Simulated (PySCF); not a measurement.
From one molecule to another.

First species: C₅H₅NO₂Si.
InChI=1S/C5H5NO2Si/c6-3-1-2-5(8)9-4-7/h1-2,4H,9H2/b2-1-

Second species: C4H7Cl2PSi.
Z-matrix (Å and degrees, GFN2-xTB geometry), rows numbered from 1:
```
P 
Si  1  2.2502
Cl  2  2.0302  1  115.37
C   2  1.8684  1  104.94  3  -119.52
C   4  1.3404  2  131.90  1    -3.71
Cl  5  1.7000  4  132.36  2    -0.60
C   5  1.4978  4   96.17  2   179.52
C   4  1.5190  2  136.30  1   175.93
H   1  1.3853  2   95.20  3    48.03
H   1  1.3861  2   94.78  3   -44.55
H   2  1.4643  1  109.25  3   120.73
H   7  1.0880  5  115.23  4   116.00
H   7  1.0881  5  115.06  4  -115.21
H   8  1.0872  4  114.69  2   -63.33
H   8  1.0872  4  114.32  2    64.55
```

Levels: CAM-B3LYP/def2-SVPD for dipole moment, HOMO energy, LUMO energy, HOMO–LUMO gap, static isotropic polarisability and electronic spatial extent ⟨r²⟩ about the centre of nuclear charge; TDDFT CAM-B3LYP/def2-SVPD for lowest singlet excitation; TDA CAM-B3LYP/def2-SVPD for lowest triplet excitation (Tamm–Dancoff); GFN2-xTB for rotational constant A and rotational constant C. Geometries: GFN2-xTB. All species are isolated and taken at one optimised geometry, non-relativistic unless stated. Electronic properties by PySCF.

The conformers computed, where there is a choice (atom-mapped SMILES and torsion angles):
- `[N:1]#[C:2]/[CH:3]=[CH:4]\[C:5](=[O:6])[SiH2:7][CH:8]=[O:9]`: C3–C4–C5–O6 -38°, C4–C5–Si7–C8 64°, C5–Si7–C8–O9 -60°
- `[PH2:1][Si@H:2]([Cl:3])[C:4]1=[C:5]([Cl:6])[CH2:7][CH2:8]1`: P1–Si2–C4–C5 -4°, H–P1–Si2–Cl3 48°, H–P1–Si2–Cl3 -45°

Values for the first species:

| Property | Result |
| --- | --- |
| Dipole moment | 4.65 D |
| HOMO energy | -8.82 eV |
| LUMO energy | -1.98 eV |
| HOMO–LUMO gap | 6.84 eV |
| Lowest singlet excitation | 2.85 eV |
| Lowest triplet excitation (Tamm–Dancoff) | 2.29 eV |
| Static isotropic polarisability | 97.6 au |
| Electronic spatial extent ⟨r²⟩ about the centre of nuclear charge | 1687 bohr² |
| Rotational constant A | 3.085 GHz |
| Rotational constant C | 0.639 GHz |

Q: Estimate the same properties for the second species, and the change in each.

A: 
| property | first | second | second less first |
| --- | --- | --- | --- |
| dipole moment | 4.65 D | 1.69 D | -2.96 D |
| HOMO energy | -8.82 eV | -8.57 eV | +0.25 eV |
| LUMO energy | -1.98 eV | 0.16 eV | +2.14 eV |
| HOMO–LUMO gap | 6.84 eV | 8.73 eV | +1.89 eV |
| lowest singlet excitation | 2.85 eV | 5.85 eV | +3.00 eV |
| lowest triplet excitation (Tamm–Dancoff) | 2.29 eV | 3.87 eV | +1.58 eV |
| static isotropic polarisability | 97.6 au | 123.2 au | +25.6 au |
| electronic spatial extent ⟨r²⟩ about the centre of nuclear charge | 1687 bohr² | 2066 bohr² | +379 bohr² |
| rotational constant A | 3.085 GHz | 1.261 GHz | -1.824 GHz |
| rotational constant C | 0.639 GHz | 0.519 GHz | -0.120 GHz |

On the first: The vertical singlet–triplet gap S1 − T1 is 0.56 eV (TDDFT singlet less Tamm–Dancoff triplet; S1: HOMO→LUMO, weight 0.72; T1: HOMO→LUMO, weight 0.69). A dipole of 4.65 D is allowed in C1, and pure rotational transitions are dipole-allowed.

On the second: No computed singlet falls in the visible range (750 to 380 nm, 1.65 to 3.26 eV); S1 lies 2.59 eV above its blue end. The principal polarisabilities are 93.9, 134.8 and 140.9 au; their mean is the isotropic value.
